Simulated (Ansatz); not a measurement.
Isolated molecules relaxed with PBE0-D4/def2-TZVP in Ansatz; ΔE leaves out vibrations. CCSD(T)/CBS is the MP2 limit (def2-TZVPP, def2-QZVPP) plus CCSD(T) − MP2 in def2-TZVPP, frozen cores. This one scheme is used for every species, atoms too. Functionals use def2-TZVPP. HSE06 is defined as in plane-wave codes. No spin–orbit coupling; open shells (•) take unrestricted orbitals. Spin–orbit coupling would lower the free atoms: a little for Al, C.

Reaction (atomization): `C[CH]1[CH2][AlH]1` → Al• + 3 C• + 7 H•

| level | ΔE (kJ/mol) | difference from CCSD(T)/CBS |
| --- | --- | --- |
| LDA (SPW92) | 4465.6 | 530.9 |
| PBE-D4 | 4003.4 | 68.7 |
| BLYP-D4 | 3909.1 | -25.6 |
| PBE0-D4 | 3958.2 | 23.5 |
| HSE06-D4 | 3960.8 | 26.1 |
| PBE | 3984.6 | 49.9 |
| HSE06 | 3946.3 | 11.6 |
| LC-ωPBE | 3938.9 | 4.2 |
| CCSD(T)/def2-SVP | 3769.0 | -165.7 |
| MP2/def2-TZVPP | 3887.0 | -47.7 |
| CCSD/def2-TZVPP | 3794.2 | -140.5 |
| CCSD(T)/def2-TZVPP | 3845.7 | -89.0 |
| MP2/def2-QZVPP | 3939.5 | 4.8 |
| HF/CBS(def2) | 2931.5 | -1003.2 |
| MP2/CBS(def2) | 3976.1 | 41.4 |
| CCSD/CBS(def2) | 3883.2 | -51.5 |
| CCSD(T)/CBS | 3934.7 | 0 |

Largest T1 diagnostic among the species: 0.018.

The D4 term adds +30.2 kJ/mol with B3LYP and +15.7 kJ/mol with PBE0; it sums over pairs of atoms, weighted by their polarisabilities, and B3LYP, whose exchange is more repulsive, gets the larger term. From r2SCAN to r2SCAN0 (25 % exact exchange), in def2-TZVPP and without D4, ΔE moves by −40.5 kJ/mol: exact exchange takes away binding that semilocal exchange gives to molecules.

B3LYP here is the variant with VWN-RPA as its local correlation; programs differ in this.

For atomizations the MP2-based limit and the directly extrapolated one differ by several kJ/mol either way, and by 10 to 25 for some Ge, Se and Sn compounds, so smaller differences from it don't rank the levels.
